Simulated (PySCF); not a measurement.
CH₈FNSi₂, SMILES N[Si@@](C)([SiH3])F. Heavy atoms are numbered as in [CH3:1][Si@@:2]([NH2:3])([F:4])[SiH3:5]. Hydrogens are named by the atom that carries them.

Coordinates come from a B3LYP-D3(BJ)/def2-SVP optimisation. The structure was generated by enumeration; whether it is a known compound was not checked. One conformer was computed; it need not be the lowest.

Level of theory: PBE/def2-TZVP run with PySCF.

ESP charges are fitted to the potential on shells at 1.4 to 2.0 van der Waals radii. Atomic charges (e), one atom of each kind:

| atom | Löwdin | ESP fit | Mulliken | meta-Löwdin |
|---|---|---|---|---|
| C1 (CH3) | -0.44 | -0.63 | -0.48 | -0.62 |
| Si2 | -0.09 | 0.92 | … | 1.01 |
| N3 (NH2) | -0.23 | -1.07 | -0.58 | -0.71 |
| F4 | -0.01 | -0.37 | -0.30 | -0.50 |
| Si5 (SiH3) | 0.12 | -0.07 | -0.05 | 0.11 |
| H on C1 | 0.14 | 0.17 | … | 0.13 |
| H on N3 | 0.16 | 0.39 | … | 0.24 |
| H on Si5 | -0.03 | -0.01 | … | -0.06 |

Problem. Some entries are withheld; supply them. (An estimate is asked for; the answer gives what the named calculation found.)

Solution. 
- Si2, Mulliken: 0.58
- H on C1, Mulliken: 0.13
- H on N3, Mulliken: 0.23
- H on Si5, Mulliken: -0.02

Problem. Give the Mayer and Wiberg (Löwdin basis) orders of the bonds. (The exact figures need the calculation; the answer reports its results.)

Solution. 
```
bond     Mayer  Wiberg
-------  -----  ------
C1–Si2    0.99    1.20
Si2–N3    1.18    1.55
Si2–F4    1.12    1.64
Si2–Si5   0.93    1.06
```
